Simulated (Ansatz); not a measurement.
C₅H₉Br (`BrC1CCCC1`). Charge 0, multiplicity 1. Correlated methods include outer-core shells of Br, which these sets cover unevenly. Scalar relativity is left out up to krypton.

Cartesian coordinates in Å:
```
Br -1.710 -1.474 2.013
C -0.616 -0.894 0.511
C 0.759 -0.406 0.924
C 1.251 0.330 -0.328
C -0.025 0.779 -1.084
C -1.207 0.282 -0.241
H -0.545 -1.775 -0.129
H 1.418 -1.213 1.246
H 0.649 0.286 1.763
H 1.895 1.172 -0.067
H 1.847 -0.338 -0.954
H -0.064 1.861 -1.223
H -0.052 0.333 -2.080
H -2.084 0.013 -0.832
H -1.515 1.043 0.481
```

Task: Give the diagnostics of a CCSD(T)/def2-TZVPP run (frozen core, the Gaussian-basis code of Ansatz). (An estimate is asked.)

Result: Computed: T1 = 0.0084, largest single amplitude 0.012, largest double 0.021, (T) share of the correlation energy 3.9 %, 8 CCSD cycles. The RHF solution is stable towards an unrestricted one. T1 lies under the customary mark of 0.02 for closed shells.
